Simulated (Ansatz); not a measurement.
`[F][Ge]([SiH3])([SH])[Cl]` and `[F][Ge]([SH])([Cl])[Cl]` differ in one atom or group.

Ansatz, PBE0-D4/def2-TZVP geometries, multiplicity 1. Each molecule was computed in one conformer, which needn't be the lowest.

Scalar relativity is left out up to krypton.

```tsv
property	`[F][Ge]([SiH3])([SH])[Cl]`
HOMO energy (PBE0/def2-TZVPP) / eV	-7.96
size of the dipole moment (B3LYP/def2-TZVPP) / D	3.20
size of the dipole moment (PBE/def2-TZVPP) / D	3.02
HOMO–LUMO gap (B3LYP/def2-TZVPP) / eV	6.42
LUMO energy (B3LYP/def2-TZVPP) / eV	-1.29
HOMO–LUMO gap (ωB97M-V/def2-TZVPP) / eV	10.93
```

(1) Give the same properties after the change, and the shifts. (An estimate is asked.)

## Answers

(1) The calculation gave: 
```json
{"property": "HOMO energy (PBE0/def2-TZVPP) / eV", "`[F][Ge]([SH])([Cl])[Cl]`": "-8.54", "shift": "-0.58"}
{"property": "size of the dipole moment (B3LYP/def2-TZVPP) / D", "`[F][Ge]([SH])([Cl])[Cl]`": "1.74", "shift": "-1.46"}
{"property": "size of the dipole moment (PBE/def2-TZVPP) / D", "`[F][Ge]([SH])([Cl])[Cl]`": "1.65", "shift": "-1.37"}
{"property": "HOMO–LUMO gap (B3LYP/def2-TZVPP) / eV", "`[F][Ge]([SH])([Cl])[Cl]`": "6.19", "shift": "-0.23"}
{"property": "LUMO energy (B3LYP/def2-TZVPP) / eV", "`[F][Ge]([SH])([Cl])[Cl]`": "-2.07", "shift": "-0.78"}
{"property": "HOMO–LUMO gap (ωB97M-V/def2-TZVPP) / eV", "`[F][Ge]([SH])([Cl])[Cl]`": "11.07", "shift": "0.14"}
```

With PBE0 the HOMO falls by 0.58 eV and the LUMO falls by 0.74 eV, so the gap narrows by about 0.16 eV. PBE moves the HOMO by -0.50 eV and ωB97M-V by -0.65 eV. Dipoles are sizes alone; their direction can turn.

B3LYP here is the variant with VWN-RPA as its local correlation; programs differ in this.
